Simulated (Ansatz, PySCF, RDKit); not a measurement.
Noncovalent pair: HCl (SMILES Cl) (first 2 atoms) with HBr (SMILES Br); geometry from B3LYP-D3(BJ)/def2-TZVP.
(charge 0, multiplicity 1):
```xyz
4

Cl     0.535    -0.466    -0.226
H      0.800     0.786    -0.124
Br     0.177    -0.309     3.689
H      0.255    -0.592     2.289
```

| level | interaction energy (kJ/mol) | minus CCSD(T)/CBS(def2-TZVPPD, def2-QZVPPD) | cost |
|---|---|---|---|
| UFF | 7.0 | 14.1 | - |
| HF/6-31G* | 0.6 | 7.7 | - |
| HF/def2-SVPD | 0.2 | 7.3 | - |
| PBE-D4/def2-TZVPPD | -9.6 | -2.6 | ×1 |
| BLYP-D3(BJ)/def2-TZVPPD | -8.5 | -1.4 | ×1 |
| B3LYP/6-31G* | -4.3 | 2.7 | - |
| B3LYP/6-31G* (no counterpoise) | -5.4 | 1.6 | - |
| PBE0-D4/def2-TZVPPD | -8.5 | -1.4 | ×2 |
| wB97X-V/def2-TZVPPD | -6.7 | 0.3 | ×3 |
| wB97M-V/def2-TZVPPD | -6.6 | 0.4 | ×4 |
| B2PLYP-D3(BJ)/def2-TZVPPD | -7.2 | -0.2 | ×2 |
| CCSD/def2-TZVPPD | -4.0 | 3.1 | - |
| CCSD/def2-QZVPPD | -5.0 | 2.1 | - |
| CCSD(T)/CBS(def2-TZVPPD, def2-QZVPPD) | -7.1 | 0.0 | ×50* |

 The comparison column counts from a level with limits of its own.

The rows run from -9.6 (PBE-D4/def2-TZVPPD) to 7.0 kJ/mol (UFF).

Counterpoise-corrected where a basis set is named; no monomer relaxation. Rows marked so take none. RDKit's UFF carries no charges.

Cores are frozen in the correlated methods. Filled d and f shells under p-block atoms count as core. CBS: X⁻³ extrapolation of the correlation energy, Hartree–Fock from the larger set. Rows in 6-31G* carry no dispersion term and start afresh at each structure (6-31G* with six Cartesian d functions); the Pople sets are all-electron and without relativity.

Programs: Ansatz (Gaussian orbitals); PySCF for 6-31G* rows, the dispersion terms; RDKit for the force fields. 

Costs are rough ratios of core time to PBE/def2-TZVPPD (about 4 s over the structures, on one shared machine); a dash marks a level with no comparable run of its own. A star marks coupled-cluster runs past 200 virtual orbitals, where the program's memory plan changes under this machine's limit, so their costs aren't comparable with smaller runs.

Ansatz is an electronic-structure program.
